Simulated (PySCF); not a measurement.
**Lead: a sound run and one with changed settings**

Sound run: Pb²⁺ [Xe] 4f14 5d10 6s2, Pb³⁺ [Xe] 4f14 5d10 6s1. Computed with PySCF 2.14 in def2-TZVP with the def2 core potential (60 electrons), with a scalar-relativistic core potential. In the sound run the correlated levels freeze 5s2 5p6 5d10 outside the core potential. The sound run starts from symmetry-adapted Hartree-Fock orbitals and uses a fine grid where one is needed.

Changed run: all electrons correlated in a basis built for the valence shell.

```csv
species,method,sound run (hartree),changed run (hartree),converged
Pb²⁺,MP2,-191.12958,-191.51016,yes
Pb³⁺,MP2,n/a,-190.33944,yes
```

Ionisation energy of Pb²⁺:

| method | sound run (eV) | changed run (eV) |
| --- | --- | --- |
| UHF | 29.759 | 29.759 |
| MP2 | 30.323 | 31.857 |
| SCS-MP2 | 30.436 | 31.742 |

A valence basis has no tight correlating functions, so it recovers only part of the core correlation, and not evenly between atom and ion.

For comparison, NIST gives 31.937 eV between the lowest levels.
